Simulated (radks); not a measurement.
Results of a calculation; reference values are marked as such.
Question: All-electron atom: Ar1.5+ in [Ne] 3s2 3p(up 2.5, down 2) (fractional occupations, a model configuration). Level of theory: scalar-relativistic Kohn-Sham, SCAN, spin-polarised, spherical densities, finite nucleus; meta-GGA in the generalised Kohn-Sham scheme; Fermi nuclear charge, rms radius 3.4274 fm (a radial shooting solver on a logarithmic mesh with Libxc functionals). Some entries of the table are withheld. Estimate them.

orbital  occ.  eigenvalue (eV)  r(max) (bohr)  <1/r> (bohr^-1)
1s up       1        -3158.439        0.05608            17.69
1s down     1        -3158.279        0.05608            17.69
2s up       1        -324.5977         0.3378            3.572
2s down     1        -324.5155         0.3379            3.571
2p up       3        -255.3802         0.2809            3.460
2p down     3        -255.2168         0.2810            3.459
3s up       1         -45.0358            (1)            1.021
3s down     1         -44.2306            (2)            1.018
3p up     2.5         -29.3909          1.246           0.9007
3p down     2         -28.6425          1.248           0.8966

Answer: 
(1) 3s up r(max) (bohr): 1.158
(2) 3s down r(max) (bohr): 1.160
